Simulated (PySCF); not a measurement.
M06-2X on C²⁺ (carbon, charge +2)

Configuration: [He] 2s2, closed-shell 1S. Computed with PySCF 2.14 in jorge-DZP-DKH (4s2p1d, 15 functions), with scalar relativity by spin-free X2C-1e.

* Total energy: -36.5401 hartree
* One-electron energy: -44.1716 hartree
* Hartree (Coulomb) energy: 12.0738 hartree
* Exchange-correlation energy: -4.4422 hartree
* ⟨S²⟩: 0.0000
* ⟨L²⟩: 0.000
* Sum of ⟨r⟩: 3.258 bohr
* Sum of ⟨r²⟩: 4.577 bohr²
* Langevin diamagnetic susceptibility: -3.63 ×10⁻⁶ cm³/mol
* Time after the integrals: 0.11 s of wall time on 1 thread of Neoverse-V1 (shared host)

```json
{"shell": "1s", "electrons": "2", "mean orbital energy (hartree)": "-11.98023", "rms radius, mean of both spins (bohr)": "0.312"}
{"shell": "2s", "electrons": "2", "mean orbital energy (hartree)": "-1.60730", "rms radius, mean of both spins (bohr)": "1.48"}
```
